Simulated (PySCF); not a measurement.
Cl2Si, SMILES Cl[Si]Cl (connectivity only; charge and spin as stated), charge +1, multiplicity 2. Geometry optimised at r2SCAN-D4/def2-TZVP. The spin state was assumed, not searched. The isomer is the one that the SMILES or the coordinates give; other isomers of the formula were not compared.

Computed with PySCF 2.14.0 with r2SCAN-D4/def2-TZVP.

Harmonic wavenumbers (cm⁻¹): 185, 549, 718. Rotational constants (GHz): 28.17, 2.399, 2.211; symmetry number 2.

Question: Work out the zero-point energy and the ideal-gas rigid-rotor harmonic-oscillator thermochemistry at 298.15 K and 1 atm.

Answer: ZPE = ½ Σ hcν = ½ × 1452 cm⁻¹ = 8.69 kJ/mol. H − E(el) = 20.91 kJ/mol. Entropy in J/(mol K): translation 166.05, rotation 99.58, vibration 13.01, spin 5.76, total 284.41. G − E(el) = -63.88 kJ/mol. Cp = 49.14 J/(mol K).
